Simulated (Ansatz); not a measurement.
`C#C[SiH2]O` + `BO` → `BO[SiH2]C#C` + H₂O at 298.15 K and 1 bar (ligand exchange at the Si–O bond).

Gas-phase electronic energies from Ansatz, PBE0-D4/def2-TZVP geometries. CCSD(T)/CBS adds triple-zeta CCSD(T) − MP2 to the extrapolated MP2 energy (def2 sets, frozen cores). This one scheme is used for every species. Each species was taken in one conformer, which may not be the lowest.

| species | CCSD(T)/CBS energy (Eh) | H − E (kJ/mol) | S (J/(mol·K)) |
| --- | --- | --- | --- |
| `C#C[SiH2]O` | -442.75166 | 149.6 | 309.0 |
| `BO` | -101.80414 | 103.5 | 230.4 |
| `BO[SiH2]C#C` | -468.17507 | 185.0 | 344.3 |
| H₂O | -76.37941 | 66.4 | 188.7 |

H − E and S are ideal-gas, rigid-rotor, harmonic terms from PBE0-D4/def2-TZVP, for one conformer and one mirror image of each species. 1 Eh = 2625.50 kJ/mol, R = 8.31446 J/(mol·K).

Task: By hand: ΔE, ΔH, ΔS and ΔG.

Result: ΔE = (-468.17507) + (-76.37941) − (-442.75166) − (-101.80414) = 0.00132 Eh = 3.5 kJ/mol. Δ(H − E) = 185.0 + 66.4 − 149.6 − 103.5 = -1.7, so ΔH = 1.8 kJ/mol. ΔS = 344.3 + 188.7 − 309.0 − 230.4 = -6.4 J/(mol·K). ΔG = 1.8 − 298.15 × (-6.4)/1000 = 3.7 kJ/mol.

Task: By hand: the equilibrium constant, and the temperature at which ΔG would vanish if ΔH and ΔS stayed fixed.

Result: log₁₀ K = −ΔG/(RT ln 10) = -0.6. ΔH and −TΔS have one sign here, so there is no such temperature.

TΔS isn't small against ΔH here. The sign of ΔG lies within the doubt. A doubt of 5 kJ/mol in ΔE shifts log₁₀ K by 0.9 here. Other conformers and mirror images would add mixing entropy, several J/(mol·K) or more a flexible species. Modes under 60 cm⁻¹, often nearly free rotors, make the harmonic entropy too high. These are equilibria of isolated gas molecules and say nothing of rates. Largest T1 diagnostic: 0.014 (customary marks: 0.02 for closed shells, 0.045 for open ones).

ΔS is within the doubt of such terms, so its sign, and with it that verdict, could turn.
